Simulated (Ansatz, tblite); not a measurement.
Cost and result up the ladder for Li6H7⁻ (13 atoms). Total charge -1; singlet. Geometry: PBE0-D4/def2-TZVPD.

```xyz
13

Li   -0.376   -1.631   -0.772
Li   -0.219    0.646   -1.816
Li    0.566    1.658    0.578
Li   -1.582    0.663    0.347
Li   -0.293   -0.888    1.488
Li    1.873   -0.450    0.205
H    -0.948    2.010   -0.800
H     0.195    0.022   -0.192
H    -0.233   -0.999   -2.500
H    -1.791   -1.192    0.410
H    -0.572    0.911    1.899
H     1.022   -2.002    0.744
H     2.358    1.254    0.408
```

Ansatz on 4 threads of Arm Neoverse V2 on a shared host; xTB runs through tblite on one thread. Times are rough, summed over both states, and most runs start from the orbitals of an earlier one. PBE0-D4/def2-TZVPD serves as the yardstick here, not as an exact answer. The other state is a doublet.

The xTB rows come from tblite. The structure comes from a short search, and lower isomers may exist.

Raw xTB energies of ions are shifted by several eV.

```csv
level,functions,vertical IE (eV),difference from PBE0-D4/def2-TZVPD (eV)
PBE-D4/def2-TZVPD,165,3.22,-0.32
GFN2-xTB,31,9.12,5.58
PBE0-D4/def2-TZVPD (with forces),165,3.54,0.00
GFN1-xTB,38,8.21,4.68
r2SCAN-D4/def2-TZVPD,165,3.24,-0.30
```

Q: Estimate how long each takes.

A: GFN1-xTB 0.009 s; GFN2-xTB 0.013 s; PBE-D4/def2-TZVPD 4.7 s; PBE0-D4/def2-TZVPD (with forces) 6 s; r2SCAN-D4/def2-TZVPD 8.8 s. On shared hardware such times vary by a factor of up to 3.
